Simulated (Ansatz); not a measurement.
`N=[C](F)[GeH3]` + `CC(O)=S` → `CC(=S)[O][GeH3]` + `N=CF` at 700 K and 1 bar (ligand exchange at a Ge–C bond).

Calculated with Ansatz (gas phase, PBE0-D4/def2-TZVP geometries, no zero-point term in ΔE). CBS: MP2 limit from def2 TZ/QZ plus the TZ coupled-cluster correction, frozen cores. This one scheme is used for every species. For Ge outer-core shells are correlated without core-valence functions, which leaves a few kJ/mol of doubt a bond. Scalar relativity is left out up to krypton. Each species was taken in one conformer, which may not be the lowest.

```tsv
species	CCSD(T)/CBS energy (Eh)	H − E (kJ/mol)	S (J/(mol·K))
`N=[C](F)[GeH3]`	-2271.02746	185.2	412.3
`CC(O)=S`	-551.45551	211.3	376.4
`CC(=S)[O][GeH3]`	-2628.76657	272.2	487.7
`N=CF`	-193.72220	122.2	297.1
```

H − E and S are ideal-gas, rigid-rotor, harmonic terms from PBE0-D4/def2-TZVP, for one conformer and one mirror image of each species. 1 Eh = 2625.50 kJ/mol, R = 8.31446 J/(mol·K).

Task: By hand: ΔE, ΔH, ΔS and ΔG.

Result: ΔE = (-2628.76657) + (-193.72220) − (-2271.02746) − (-551.45551) = -0.00580 Eh = -15.2 kJ/mol. Δ(H − E) = 272.2 + 122.2 − 185.2 − 211.3 = -2.1, so ΔH = -17.3 kJ/mol. ΔS = 487.7 + 297.1 − 412.3 − 376.4 = -3.9 J/(mol·K). ΔG = -17.3 − 700 × (-3.9)/1000 = -14.6 kJ/mol.

Task: By hand: the equilibrium constant, and the temperature at which ΔG would vanish if ΔH and ΔS stayed fixed.

Result: log₁₀ K = −ΔG/(RT ln 10) = 1.1. ΔG = 0 at ΔH/ΔS = 4436 K, far beyond where these terms or the molecules hold.

The number of gas molecules stays the same, so ΔS is small and ΔH decides. A doubt of 5 kJ/mol in ΔE shifts log₁₀ K by 0.4 here. Other conformers and mirror images would add mixing entropy, several J/(mol·K) or more a flexible species. Modes under 60 cm⁻¹, often nearly free rotors, make the harmonic entropy too high. These are equilibria of isolated gas molecules and say nothing of rates. Largest T1 diagnostic: 0.017 (customary marks: 0.02 for closed shells, 0.045 for open ones).
